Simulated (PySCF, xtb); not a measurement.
Ga(OH)(OMe)(NH2) (CH₆GaNO₂), SMILES C[O][Ga]([NH2])[OH].

GFN2-xTB run with xtb at its own geometry gives an orbital gap of 3.68 eV and a dipole moment of 3.58 D.

Geometry optimised at PBE0-D3(BJ)/def2-SVP. The structure was generated by enumeration; whether it is a known compound was not checked. One conformer was computed; it need not be the lowest.

Task: What does PBE/def2-TZVP in PySCF give? (An estimate is asked for; the answer gives what the named calculation found.)

Result: gap 4.59 eV (levels -5.97 and -1.38 eV), dipole 3.30 D.
